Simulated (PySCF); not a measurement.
MgClI, SMILES [Cl][Mg][I].

Coordinates come from a PBE-D3(BJ)/def2-TZVP optimisation. The def2 effective core potentials stand for the cores of I; spin–orbit coupling is left out.

Computed with TDA-PBE0/def2-SVPD (PySCF 2.14.0).

Vertical excitations; the highest root listed may be one member of a degenerate set. Isolated molecule, no solvent. State labels are in the subgroup C2v.

| state | symmetry | energy (eV) | λ (nm) | f | main pairs |
|---|---|---|---|---|---|
| S1 | B1 | 4.75 | 261 | 0.033 | HOMO−1→LUMO (degenerate set) |
| S2 | B2 | 4.75 | 261 | 0.033 | HOMO→LUMO (degenerate set) |
| S3 | B1 | 5.83 | 213 | 0.038 | HOMO−3→LUMO (degenerate set) |
| S4 | B2 | 5.83 | 213 | 0.038 | HOMO−2→LUMO (degenerate set) |
| S5 | A2 | 6.02 | 206 | 0.000 | HOMO→LUMO+1, HOMO−1→LUMO+2 (degenerate set) |
| S6 | A1 | 6.02 | 206 | 0.000 | HOMO→LUMO+2, HOMO−1→LUMO+1 (degenerate set) |
| S7 | A2 | 6.03 | 206 | 0.000 | HOMO−1→LUMO+2 49 %, HOMO→LUMO+1 49 % |
| S8 | A1 | 6.09 | 204 | 0.035 | HOMO−4→LUMO 56 %, HOMO−1→LUMO+1 22 %, HOMO→LUMO+2 22 % |
| S9 | A1 | 7.06 | 176 | 0.541 | HOMO−5→LUMO 28 %, HOMO−4→LUMO 20 %, HOMO→LUMO+2 14 %, HOMO−1→LUMO+1 14 % |
| S10 | A1 | 7.15 | 174 | 0.000 | HOMO−2→LUMO+2 49 %, HOMO−3→LUMO+1 49 % |
| T1 | B2 | 4.49 | 276 | 0 | HOMO→LUMO (degenerate set) |
| T2 | B1 | 4.49 | 276 | 0 | HOMO−1→LUMO (degenerate set) |
| T3 | A1 | 5.36 | 231 | 0 | HOMO−4→LUMO 63 %, HOMO→LUMO+2 16 %, HOMO−1→LUMO+1 16 % |
| T4 | B1 | 5.58 | 222 | 0 | HOMO−3→LUMO 98 % |
Triplets are in the Tamm–Dancoff approximation.
